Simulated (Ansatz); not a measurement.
A CCSD(T) single point on CH5GaS, SMILES `S[CH2][GaH2]`.

```yaml
crystal:
  periodic: [false, false, false]
  atoms:
    - {symbol: S, position_ang: [-1.384926, 0.593091, 0.562013]}
    - {symbol: C, position_ang: [0.379277, 0.868400, 0.111825]}
    - {symbol: Ga, position_ang: [0.523683, -1.093262, -0.053031]}
    - {symbol: H, position_ang: [-1.850265, 0.404559, -0.683861]}
    - {symbol: H, position_ang: [0.841960, 1.304964, 0.995067]}
    - {symbol: H, position_ang: [0.458149, 1.549743, -0.730403]}
    - {symbol: H, position_ang: [0.085142, -1.725840, -1.416669]}
    - {symbol: H, position_ang: [0.946990, -1.901646, 1.215059]}
basis:
  gaussian: {orbitals: def2-TZVPP}
correlation: {method: ccsd_t}
output: {orbitals: {seedname: orbitals}}
```

```sh
$ ansatz run in.yaml --threads 2 --pin off --events-out ev --progress --plain --max-ram 4352MiB
```

Log, shortened:

```
Functional definition: HF
1119 factors; integrals over basis functions are off by at most 1.0e-3 eV
mean field evaluation 1: about -64259.3959 eV, gradient 2.4e1 eV
mean field evaluation 2: about -64259.5396 eV, gradient 2.4e1 eV
mean field evaluation 4: about -64261.2654 eV, gradient 3.5e0 eV
mean field evaluation 8: about -64261.3062 eV, gradient 3.0e-1 eV
mean field -64261.30657058 eV, -2361.5594585909 hartree, gradient 2.3e-6 eV, S^2 0.000000; 0 other end points of the search recorded, 0 dependent functions left out
15 core orbitals not correlated: weight in the atoms' cores, before any rotation towards them, 1.000 or more for the frozen orbitals, at most 0.000 for the correlated occupied ones
reference -64261.30657058 eV, -2361.5594585909 hartree; 14, 14 occupied and 162, 162 virtual orbitals, 1119 factors
second order -16.23033332 eV of doubles, -0.00000000 eV of singles
cycle   1  -16.45995445 eV  change   -2.3e-1 eV  update   1.0e-1
cycle   2  -17.02576459 eV  change   -5.7e-1 eV  update   3.2e-2
cycle   3  -17.11450160 eV  change   -8.9e-2 eV  update   1.5e-2
cycle   4  -17.10834828 eV  change    6.2e-3 eV  update   3.7e-3
cycle   5  -17.10722033 eV  change    1.1e-3 eV  update   1.6e-3
cycle   6  -17.10699022 eV  change    2.3e-4 eV  update   5.4e-4
cycle   7  -17.10689103 eV  change    9.9e-5 eV  update   2.4e-4
cycle   8  -17.10690287 eV  change   -1.2e-5 eV  update   7.8e-5
cycle   9  -17.10692416 eV  change   -2.1e-5 eV  update   2.9e-5
perturbative correction -0.74135256 eV, -0.0272442041 hartree
Total energy: -64279.15484730 eV, -2362.2153706624 hartree
```

Run time 63 s (2 threads of an Arm Neoverse V2 on a shared host); peak host memory 2 GiB.

MP2 recovers 90.9 % of the CCSD(T) correlation energy and the triples give 4.2 %; T1 = 0.0131.
